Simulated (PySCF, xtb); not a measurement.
Bi(Br)(TeH)2 (BiBrH₂Te₂), SMILES [Bi]([Br])([TeH])[TeH].

GFN2-xTB (xtb) at its own geometry gives an orbital gap of 4.17 eV and a dipole moment of 6.70 D.

The structure is a stationary point at B3LYP-D3(BJ)/def2-SVP. The structure was generated by enumeration; whether it is a known compound was not checked. The def2 effective core potentials stand for the cores of Bi, Te; spin–orbit coupling is left out.

Problem. What does PySCF with PBE/def2-TZVP give? (The exact figures need the calculation; the answer reports its results.)

Solution. gap 2.46 eV (levels -5.61 and -3.15 eV), dipole 2.93 D.
